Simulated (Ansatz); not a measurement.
CH$_{7}$BGeS, relaxed with RKS PBE-D4/def2-SVP in the Gaussian-basis code of Ansatz from a rough embedded geometry. The force threshold is 0.03 eV/Å; the program also tests the step.

The species carries charge 0 and has multiplicity 1. The bonds changed during the relaxation, so this is another structure than the one it started from.

Start:

```xyz
11

C    -0.185    1.551    0.701
B     0.157    0.069    0.872
Ge    0.623   -0.986   -0.751
S    -0.769   -2.667   -1.087
H     0.650    2.154    0.297
H    -1.071    1.739    0.059
H    -0.428    2.018    1.711
H     0.156   -0.447    1.890
H     2.117   -1.581   -0.582
H     0.626   -0.087   -2.005
H    -1.875   -1.763   -1.106
```

Question: How much energy does the relaxation release, and in how many steps? (An estimate is asked.)

Answer: Ansatz gave: 82.74 kJ/mol, in 20 steps, 1 of them rejected.

Question: Which bonds change most? (An estimate is asked.)

Answer: Ansatz gave: B2–S4 from 3.490 to 2.003 Å; Ge3–S4 from 2.207 to 2.450 Å; B2–Ge3 from 1.991 to 2.080 Å; B2–H8 from 1.142 to 1.220 Å.

Question: Give the relaxed structure. (Best estimate.)

Answer: Ansatz gave: 
```xyz
11

C    -0.486    1.374    0.659
B     0.185   -0.066    0.721
Ge    1.228   -0.818   -0.915
S    -0.897   -1.599    0.021
H     0.259    2.159    0.907
H    -0.917    1.632   -0.331
H    -1.302    1.458    1.408
H     0.707   -0.490    1.739
H     2.061   -2.138   -0.897
H     0.792   -0.593   -2.401
H    -1.630   -0.918   -0.910
```
